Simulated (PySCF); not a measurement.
Job file and geometry (Å, from GFN2-xTB) of an NMR shielding run on `N([SiH2]N(C)C)(C)CCN`, C$_{5}$H$_{17}$N$_{3}$Si, PySCF 2.14.0, density-fitted response routines, GIAO PBE0/pcSseg-1 NMR shielding, non-relativistic, gas phase; density fitting, a coarse starting grid and PySCF grid level 2 are the driver's defaults:

```
{"job": {"kind": "nmr", "xc": "PBE0", "basis": "pcSseg-1"}, "charge": 0, "multiplicity": 1}
C      3.277375    -0.170762    -0.753643
N      1.893238     0.115191    -0.487754
C      1.681018     1.505340    -0.168871
Si     0.848024    -1.114844     0.106956
N     -0.752488    -0.603120    -0.254158
C     -1.105569    -0.102078    -1.560636
C     -1.868083    -1.070875     0.540817
C     -2.160582    -0.127392     1.723609
N     -2.485661     1.236573     1.352534
H      3.908630     0.021242     0.123572
H      3.637985     0.458135    -1.573492
H      3.389080    -1.213744    -1.034933
H      2.271138     1.816849     0.702296
H      1.973898     2.132760    -1.017340
H      0.630334     1.674089     0.047563
H      1.283499    -2.331989    -0.595588
H      0.860263    -1.350448     1.558874
H     -0.208487     0.254997    -2.059215
H     -1.560684    -0.882398    -2.184042
H     -1.817558     0.726229    -1.485104
H     -2.758400    -1.142151    -0.092835
H     -1.661594    -2.069106     0.936923
H     -2.996564    -0.528615     2.304023
H     -1.277266    -0.089596     2.364773
H     -1.714970     1.630791     0.822476
H     -3.307623     1.247534     0.756158
```

Q: Write the output of this run.

A: 
```
coarse grid: 20784 points
cycle   1  E = -653.7950857786  dE =  8.668e-01  |g| = 5.275e-01  |ddm| = 4.350e+00
cycle   2  E = -653.7605473236  dE =  3.454e-02  |g| = 6.721e-01  |ddm| = 1.247e+00
cycle   3  E = -653.8616758949  dE = -1.011e-01  |g| = 8.127e-02  |ddm| = 7.626e-01
cycle   4  E = -653.8627985846  dE = -1.123e-03  |g| = 3.214e-02  |ddm| = 8.820e-02
cycle   5  E = -653.8630024149  dE = -2.038e-04  |g| = 8.084e-03  |ddm| = 2.886e-02
cycle   6  E = -653.8630147966  dE = -1.238e-05  |g| = 2.062e-03  |ddm| = 8.305e-03
cycle   7  E = -653.8630157091  dE = -9.124e-07  |g| = 4.870e-04  |ddm| = 2.213e-03
final grid: 192272 points
cycle   8  E = -653.9107200856  dE = -5.937e-05  |g| = 1.125e-02  |ddm| = 3.690e-02
cycle   9  E = -653.9107066420  dE =  1.344e-05  |g| = 1.359e-02  |ddm| = 2.330e-02
cycle  10  E = -653.9107510383  dE = -4.440e-05  |g| = 1.446e-03  |ddm| = 1.357e-02
cycle  11  E = -653.9107514504  dE = -4.122e-07  |g| = 3.051e-04  |ddm| = 1.442e-03
cycle  12  E = -653.9107514684  dE = -1.792e-08  |g| = 7.387e-05  |ddm| = 3.003e-04
cycle  13  E = -653.9107514696  dE = -1.216e-09  |g| = 2.272e-05  |ddm| = 1.164e-04
cycle  14  E = -653.9107514697  dE = -1.132e-10  |g| = 6.613e-06  |ddm| = 2.709e-05
converged SCF energy = -653.9107514697

GIAO shielding tensors (ppm)
atom      isotropic    diamagn.    paramagn.     s11        s22        s33       span
  0 C      147.407     241.687     -94.279    122.320    133.582    186.320     64.000
  1 N      245.848     330.113     -84.265    216.352    256.900    264.291     47.940
  2 C      147.901     248.802    -100.900    124.026    135.118    184.560     60.534
  3 Si     378.177     885.535    -507.358    338.539    355.261    440.731    102.192
  4 N      247.183     330.997     -83.815    207.838    246.260    287.450     79.612
  5 C      146.238     247.175    -100.937    124.836    129.860    184.017     59.181
  6 C      129.985     245.237    -115.252    109.857    128.623    151.475     41.618
  7 C      136.176     245.541    -109.365    115.463    143.055    150.011     34.548
  8 N      233.652     319.171     -85.519    203.714    229.750    267.492     63.779
  9 H       29.306      27.630       1.676     24.308     26.962     36.647     12.338
 10 H       29.172      27.829       1.343     24.448     26.670     36.400     11.952
 11 H       28.770      29.018      -0.248     24.047     27.078     35.185     11.138
 12 H       29.360      31.354      -1.994     25.577     26.261     36.243     10.666
 13 H       29.294      31.462      -2.168     25.496     26.429     35.956     10.460
 14 H       28.595      34.568      -5.973     22.567     29.859     33.361     10.794
 15 H       26.986      33.151      -6.165     23.042     25.764     32.153      9.110
 16 H       26.986      33.527      -6.541     22.970     26.508     31.480      8.511
 17 H       28.638      33.196      -4.559     23.199     29.269     33.445     10.246
 18 H       29.152      30.994      -1.842     24.324     26.342     36.788     12.464
 19 H       29.216      33.057      -3.841     23.977     28.418     35.255     11.278
 20 H       29.759      32.168      -2.409     25.049     29.162     35.067     10.018
 21 H       28.610      31.674      -3.064     23.288     28.301     34.240     10.952
 22 H       29.066      28.922       0.144     23.759     28.065     35.375     11.616
 23 H       28.972      31.359      -2.388     24.338     28.742     33.835      9.498
 24 H       30.096      35.613      -5.517     22.890     29.207     38.190     15.301
 25 H       31.862      31.715       0.147     26.330     28.092     41.166     14.836
```

Q: Turn these shieldings into chemical shifts. Referencing at the same level of theory: $^{13}$C (186.93 ppm), $^{29}$Si (349.16 ppm), $^{1}$H (31.72 ppm) against TMS; $^{15}$N (267.73 ppm) vs NH3.

A: Averaging equivalent atoms: C 6: 56.9; C 7: 50.7; C 5: 40.7; C 0/2: 39.3; N 8: 34.1; N 1: 21.9; N 4: 20.5; Si 3: -29.0; H 15/16: 4.73; H 17/18/19: 2.72; H 22/23: 2.70; H 9/10/11/12/13/14: 2.63; H 20/21: 2.53; H 24/25: 0.74 ppm. Experimental scales use liquid or dissolved standards, which lie at an offset from isolated NH3 (liquid NH3: subtract about 20 ppm).

Size and cost of the density-fitted run: 245 basis functions, 62 s wall time on 1 thread of an Arm Neoverse V1, shared host.
